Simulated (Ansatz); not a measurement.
Relaxation of C₂H₅N₂OSb (11 atoms, charge 0, multiplicity 1), to a largest force component of 0.015 eV/Å in at most 40 steps.

Computed with Ansatz 0.2.0, RKS B3LYP/def2-SVP.

```xyz
11
Properties=species:S:1:pos:R:3
N 0.148 -1.540 -1.500
C 0.050 -0.512 -0.484
Sb 1.503 -0.683 1.069
N -0.787 0.428 -0.554
C -1.115 1.501 0.327
O -0.429 1.722 1.377
H 0.847 -2.248 -1.482
H -0.546 -1.458 -2.308
H 0.354 -0.471 2.411
H 1.979 1.018 1.023
H -1.940 2.184 0.142
```

Question: Where does it end, and by what steps?

Answer: The run converged. After 21 steps the energy has fallen by 0.946 eV; O6 moved furthest, 0.57 Å.

| step | energy less start (eV) | largest force component (eV/Å) | accepted |
| --- | --- | --- | --- |
| 0 | 0.0000 | 4.563 | yes |
| 1 | -0.7547 | 1.782 | yes |
| 2 | -0.8285 | 2.140 | yes |
| 3 | -0.9216 | 0.122 | yes |
| 4 | -0.9274 | 0.088 | yes |
| 5 | -0.9271 | 0.157 | no |
| 6 | -0.9286 | 0.040 | yes |
| 7 | -0.9300 | 0.094 | yes |
| 8 | -0.9257 | 0.622 | no |
| 9 | -0.9320 | 0.096 | yes |
| 10 | -0.9331 | 0.274 | yes |
| 11 | -0.9329 | 0.396 | no |
| 12 | -0.9358 | 0.103 | yes |
| 13 | -0.9386 | 0.088 | yes |
| 14 | -0.9410 | 0.226 | yes |
| 15 | -0.9380 | 0.613 | no |
| 16 | -0.9434 | 0.086 | yes |
| 17 | -0.9456 | 0.050 | yes |
| 18 | -0.9458 | 0.047 | yes |
| 19 | -0.9461 | 0.051 | yes |
| 20 | -0.9457 | 0.077 | no |
| 21 | -0.9462 | 0.004 | yes |

```xyz
11
Properties=species:S:1:pos:R:3
N 0.183 -1.342 -1.491
C -0.016 -0.477 -0.475
Sb 1.430 -0.880 1.223
N -0.962 0.393 -0.563
C -1.129 1.458 0.301
O -0.264 2.031 0.930
H 0.835 -2.112 -1.419
H -0.413 -1.278 -2.313
H 0.371 -0.280 2.429
H 2.220 0.631 1.061
H -2.191 1.797 0.337
```

Whether the end is a true minimum wasn't checked by a vibrational analysis.

The run took 81 s on 2 threads of AMD EPYC 7R43 64-Core Processor (Zen 3) (shared host), peak memory 0.34 GiB.
